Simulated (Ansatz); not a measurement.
`[OH][GeH2][CH2]Cl` + H₂ → `[OH][GeH3]` + `CCl`  (hydrogenolysis of a Ge–C bond)

Calculated with Ansatz (gas phase, PBE0-D4/def2-TZVP geometries, no zero-point term in ΔE). CCSD(T)/CBS is the MP2 limit (def2-TZVPP, def2-QZVPP) plus CCSD(T) − MP2 in def2-TZVPP, frozen cores. This one scheme is used for every species. DFT in def2-TZVPP. For Ge outer-core shells are correlated without core-valence functions, which leaves a few kJ/mol of doubt a bond. Scalar relativity is left out up to krypton. Each species was taken in one conformer, which may not be the lowest.

```json
{"species": "`[OH][GeH2][CH2]Cl`", "LC-ωPBE energy (Eh)": "-2653.16242"}
{"species": "H₂", "LC-ωPBE energy (Eh)": "-1.17817"}
{"species": "`[OH][GeH3]`", "LC-ωPBE energy (Eh)": "-2154.36467"}
{"species": "`CCl`", "LC-ωPBE energy (Eh)": "-499.99139"}
```

Question: Work out ΔE.

Answer: ΔE = (-2154.36467) + (-499.99139) − (-2653.16242) − (-1.17817) = -0.01547 Eh = -40.6 kJ/mol. CCSD(T)/CBS gives -27.6 kJ/mol.

Largest T1 diagnostic among the species: 0.011.

At CCSD(T), def2-SVP lies −13.1 kJ/mol from the extrapolated value and def2-TZVPP −2.6 kJ/mol. From BLYP to BHLYP (50 % exact exchange), in def2-TZVPP and without D4, ΔE moves by −5.3 kJ/mol. Leaving LDA and LC-ωPBE aside and taking each functional with its dispersion term where it has one, the values, not all of them listed here, spread over 15.7 kJ/mol, from B97M-V to revPBE-D4. LDA lies +7.1 kJ/mol from PBE without D4.
